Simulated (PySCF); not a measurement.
Compound: [InCl4]- (charge -1).
Bonds: In1–Cl2, In1–Cl3, In1–Cl4, In1–Cl5.

Computed by this run: PBE0-D3(BJ)/def2-SVP geometry optimisation, gas phase, def2 core potentials past Kr (PySCF); density fitting, grid level 1; the optimiser is geomeTRIC in internal coordinates, started from a GFN2-xTB structure with every atom displaced at random (about 0.03 Å).

Step 0: E = -55241.1287 eV
```
atom  x, y, z in Å  |  force x, y, z in eV/Å
In1     0.0619   -0.0763    0.0111   -1.773   0.547   0.075
Cl2    -0.0064   -0.0300    2.3507    0.022  -0.048   0.744
Cl3     2.1586    0.0038   -0.8209    1.961  -0.066  -0.652
Cl4    -1.0203    1.9356   -0.7774   -0.030  -0.042   0.001
Cl5    -1.1190   -1.9437   -0.8255   -0.181  -0.390  -0.167
```

Problem. Estimate the geometry and energy of step 1. (The exact step hangs on the optimiser's Hessian estimate; all steps are aligned on step 0, rigid shifts and turns removed.)

Solution. E = -55241.2948 eV, largest force 0.324 eV/Å
```
atom  x, y, z in Å  |  force x, y, z in eV/Å
In1     0.0330   -0.0487    0.0031   -0.240   0.209  -0.058
Cl2    -0.0110   -0.0347    2.4012    0.050  -0.039  -0.050
Cl3     2.2631   -0.0157   -0.8474    0.025  -0.065   0.070
Cl4    -1.0656    1.9528   -0.7830    0.077  -0.142   0.034
Cl5    -1.1446   -1.9641   -0.8360    0.089   0.036   0.004
```

The energy changes by -0.1661 eV. The first-order estimate −F·Δx gives -0.3418 eV and the mean of the old and new forces, exact on a quadratic surface, -0.1726 eV. The step makes an angle of 34° with the force vector and moves no atom by more than 0.110 Å.

What follows is the cost of the whole optimisation. On an Arm Neoverse V1 with one thread, shared host with 32 logical CPUs at a one-minute load of 12, this took 47 s wall and 0.40 GiB of memory at its peak.
